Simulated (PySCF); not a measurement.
## Checking a proposed structure

A compound C9H10O2 gives the data below (simulated from a calculation) and was assigned the structure `C=C[C@@H]1C=CC=C1OC(C)=O`.

13C{1H} NMR (computed): δ 202.3 (CH), 168.9 (C), 142.9 (CH), 140.3 (C), 137.4 (CH), 123.5 (CH), 123.4 (C), 28.0 (CH2), 18.6 (CH3).

1H NMR (300 MHz, computed): δ 12.45 (br s, 1H), 10.03 (s, 1H), 7.69 (d, 1H), 7.47 (d, 1H), 7.17 (m, 1H), 2.84 (q, 2H), 1.21 (t, 3H).

Single conformer, isolated molecule, fast rotation and ring inversion assumed for equivalent nuclei, non-relativistic. GFN2-xTB geometry; shieldings: GIAO PBE0/pcSseg-1; PySCF 2.14.

Shifts are taken against calculated references (same method and geometry level): TMS for 1H (σref 31.72) and 13C (σref 186.93).

Problem. Compare with the shifts computed for the proposed structure, pairing carbons in order of shift.

Solution. Mapped SMILES: `[CH2:1]=[CH:2][C@@H:3]1[CH:4]=[CH:5][CH:6]=[C:7]1[O:8][C:9]([CH3:10])=[O:11]`; H(Xn) means a hydrogen on atom n.

| atom | computed for proposal | given list | difference |
| --- | --- | --- | --- |
| C9 | 173.4 | 202.3 | -28.9 |
| C7 | 170.2 | 168.9 | +1.3 |
| C2 | 141.4 | 142.9 | -1.5 |
| C4 | 139.5 | 140.3 | -0.8 |
| C5 | 137.5 | 137.4 | +0.1 |
| C1 | 130.0 | 123.5 | +6.5 |
| C6 | 119.8 | 123.4 | -3.6 |
| C3 | 61.0 | 28.0 | +33.0 |
| C10 | 24.1 | 18.6 | +5.5 |

The rms difference is 15.0 ppm and the largest +33.0 ppm at C3 (allylic sp3 CH). The carbon types in order of shift don't match either: C, C, CH, CH, CH, CH2, CH, CH, CH3 for the proposal against CH, C, CH, C, CH, CH, C, CH2, CH3 in the data. The proposal doesn't fit.

Problem. Which isomer fits?

Solution. SMILES CCc1cccc(C=O)c1O.

1. Carbon types of the structure: 3 × C, 4 × CH, 1 × CH2, 1 × CH3, leaving 1 H on heteroatoms.
2. δC 202.3: aldehyde carbonyl carbon; the double bond to the heteroatom, with no lone-pair donor beside it, deshields it most.
3. δC 168.9: aromatic carbon bearing oxygen; σ withdrawal by the attached heteroatom moves it downfield of the ring CH carbons.
4. δH 12.45: hydrogen on a phenol-type oxygen; labile proton, position sensitive to the medium.
5. δH 10.03: hydrogen on an aldehyde carbonyl carbon; the formyl region, downfield of aromatic protons.

Other isomers checked: COC(=O)c1ccc(C)cc1 (rms 15.5 ppm).

This is the structure that produced the data.

The OH or NH signal is concentration- and solvent-dependent in practice; the value given is the gas-phase one. Shifts are as computed. Against solution values, carbons near 30 ppm lie about +3 ppm off and those near 130 ppm about +5 ppm. Of 1211 compounds with measured shifts, 218 miss one by over three times the rms of a fit or turn the order of signals round; such compounds aren't used in these exercises. No couplings were computed; multiplicities are counted from neighbouring protons, with m where these are inequivalent, close in shift, in a saturated or five-membered ring or joined by F or P, and br s for small geminal =CH2 splittings.
